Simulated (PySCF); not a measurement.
# How the method changes the shape and vibrations of AlBCH2O

These are calculations, not measurements. They come from PySCF 2.14.0, an open-source quantum chemistry program, on an isolated molecule that a program drew, which may never have been made. The molecule is AlBCH2O (charge 0, singlet), drawn as the SMILES string `B=C[O][Al]`.

The geometry was optimised and harmonic frequencies were computed with HF and MP2, all in the cc-pV(D+d)Z basis, for the commonest isotopes, with a restricted reference for singlets and an unrestricted one otherwise, and a frozen core in MP2. Each result is a local minimum of its method.

Geometry at the HF minimum:
```xyz
6
AlBCH2O, angstrom
B    -0.6613    1.0958   -0.4590
C     0.3934    0.6653    0.3488
O     1.1508    1.3752    1.2130
Al    2.1495    2.1710    2.3100
H    -1.5564    1.3696   -1.1695
H     0.6483   -0.3929    0.2778
```

Lengths of the bonds as drawn, in Å (atoms numbered as above):
```
  bond     HF    MP2
 B1-C2  1.397  1.417
 C2-O3  1.351  1.366
O3-Al4  1.683  1.708
 B1-H5  1.175  1.184
 C2-H6  1.091  1.107
```

Rotational constants, in GHz:
```
constant,HF,MP2
A,59.71,58
B,2.911,2.826
C,2.776,2.694
```

Harmonic frequencies in cm^-1, each column in rising order, so a row needn't be the same motion in every method:
| rank | HF | MP2 |
|---|---|---|
| 1 | 83 | 73 |
| 2 | 119 | 115 |
| 3 | 309 | 228 |
| 4 | 609 | 493 |
| 5 | 623 | 585 |
| 6 | 819 | 682 |
| 7 | 887 | 843 |
| 8 | 1200 | ? |
| 9 | 1364 | 1273 |
| 10 | 1679 | 1567 |
| 11 | 2942 | 2866 |
| 12 | 3253 | 3105 |

**Estimate the missing MP2 frequency from the HF column.**

A single factor s that minimises the squared misfit of MP2 against s times HF over the other rows is sum(HF x MP2) / sum(HF^2) = 0.9509, with an rms misfit of 50 cm^-1. For rank 8 it gives 0.9509 x 1200 = 1141 cm^-1. The calculation gives 1099 cm^-1, 42 cm^-1 below the estimate. The drawn bonds are on average 1.3 % longer in MP2 than in HF.
